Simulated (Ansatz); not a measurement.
`O[SiH](F)[SiH2]Br` + `OCF` → `FCO[SiH2]Br` + `O[SiH2]F`  (cleavage of the Si–Si bond)

Gas-phase electronic energies from Ansatz, PBE0-D4/def2-TZVP geometries. CCSD(T)/CBS is the MP2 limit (def2-TZVPP, def2-QZVPP) plus CCSD(T) − MP2 in def2-TZVPP, frozen cores. DFT in def2-TZVPP. B3LYP here is the variant with VWN-RPA as its local correlation; programs differ in this. For Br outer-core shells are correlated without core-valence functions, which leaves a few kJ/mol of doubt a bond. Scalar relativity is left out up to krypton. One conformer a species, not always the lowest.

`O[SiH](F)[SiH2]Br`:

```xyz
9

O    -1.483    0.561   -1.190
Si    0.133    0.526   -0.979
F     0.833   -0.474   -2.011
Si    0.585   -0.296    1.176
Br   -1.059   -1.780    1.533
H    -1.992   -0.154   -0.798
H     0.631    1.886   -1.277
H     1.876   -1.012    1.315
H     0.476    0.742    2.231
```

`OCF`:

```xyz
6

O    -0.806    0.269    0.670
C     0.269   -0.216   -0.027
F     1.117    0.806   -0.406
H    -1.383    0.750    0.070
H    -0.019   -0.733   -0.950
H     0.821   -0.877    0.642
```

`FCO[SiH2]Br`:

```xyz
9

F     0.466    1.881   -0.417
C    -0.231    0.877   -1.044
O    -0.809    0.044   -0.115
Si   -0.032   -0.813    1.052
Br    1.635   -1.971    0.155
H    -1.027    1.338   -1.632
H     0.480    0.336   -1.677
H     0.553    0.058    2.090
H    -1.037   -1.750    1.587
```

`O[SiH2]F`:

```xyz
6

O     0.010   -0.309    1.234
Si   -0.028   -0.097   -0.381
F     1.326    0.570   -0.901
H    -0.055    0.456    1.807
H    -0.136   -1.442   -0.974
H    -1.117    0.822   -0.786
```

CCSD(T)/CBS gives -25.0 kcal/mol.

Question: Another level gave -23.3 kcal/mol. Which?
A. PBE0/def2-TZVPP
B. B3LYP/def2-TZVPP
C. PBE-D4/def2-TZVPP
D. r2SCAN-D4/def2-TZVPP

Answer: D. r2SCAN-D4 -23.3, PBE0 -20.6, B3LYP -24.6, PBE-D4 -18.1 kcal/mol.

Largest T1 diagnostic among the species: 0.011.

In def2-TZVPP, CCSD(T) changes the Hartree–Fock value by +5.0 kcal/mol (the triples alone add +0.7 kcal/mol) and MP2 by +3.0 kcal/mol. From PBE to PBE0 (25 % exact exchange), in def2-TZVPP and without D4, ΔE moves by −2.0 kcal/mol.
